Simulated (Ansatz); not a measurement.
Species: C$_{6}$H$_{11}$ (charge 0, doublet). It need not be the lowest isomer of its formula. 
Coordinates optimised at B3LYP-D3(BJ)/def2-TZVP (Ansatz, an electronic-structure program):
```xyz
17

C     -1.9900    -0.2878    -0.8283
C     -0.7446    -0.3299     0.0438
C     -0.2438     1.0480     0.5070
C      1.2103     0.8020     0.9496
C      1.6486    -0.3373     0.0881
C      0.4964    -0.9454    -0.6378
H     -2.2906    -1.2900    -1.1422
H     -1.8095     0.3041    -1.7297
H     -2.8325     0.1610    -0.2975
H     -0.9602    -0.9257     0.9382
H     -0.8666     1.4803     1.2915
H     -0.2585     1.7385    -0.3422
H      1.2460     0.5317     2.0163
H      1.8428     1.6898     0.8479
H      2.6714    -0.6758     0.0020
H      0.5053    -0.6717    -1.7059
H      0.4916    -2.0402    -0.6126
```
Charge 0, spin multiplicity 2.

Total electronic energies in hartree. Valence correlation only, unless marked. UHF or UKS for open shells. No spin-orbit coupling. No relativistic terms. CBS(X,Y): correlation extrapolated as X^-3; Hartree-Fock from the larger set. [CCSD(T)-MP2]/basis is that difference in the basis named.

```json
[
 {"level": "r2SCAN-D3(BJ)/def2-TZVPD", "program": "Ansatz + dftd3", "energy (Eh)": "-235.14949"},
 {"level": "B97M-V/def2-TZVPD", "program": "Ansatz", "energy (Eh)": "-235.29785"},
 {"level": "PBE0/def2-SVP", "program": "Ansatz", "energy (Eh)": "-234.75596"},
 {"level": "PBE0/def2-TZVPD", "program": "Ansatz", "energy (Eh)": "-235.00236"},
 {"level": "r2SCAN0/def2-TZVPD", "program": "Ansatz", "energy (Eh)": "-235.13075"},
 {"level": "CAM-B3LYP-D4/def2-TZVPD", "program": "Ansatz + dftd4", "energy (Eh)": "-235.16092"},
 {"level": "CAM-B3LYP/def2-TZVPD", "program": "Ansatz", "energy (Eh)": "-235.14964"},
 {"level": "LC-wPBE-D3(BJ)/def2-TZVPD", "program": "Ansatz + dftd3", "energy (Eh)": "-235.16186"},
 {"level": "RI-MP2/CBS(cc-pVTZ,cc-pVQZ)+[CCSD(T)-MP2]/cc-pVTZ", "program": "Ansatz", "energy (Eh)": "-234.8844"}
]
```

Totals of different functionals don't rank their quality; only differences between species are comparable.
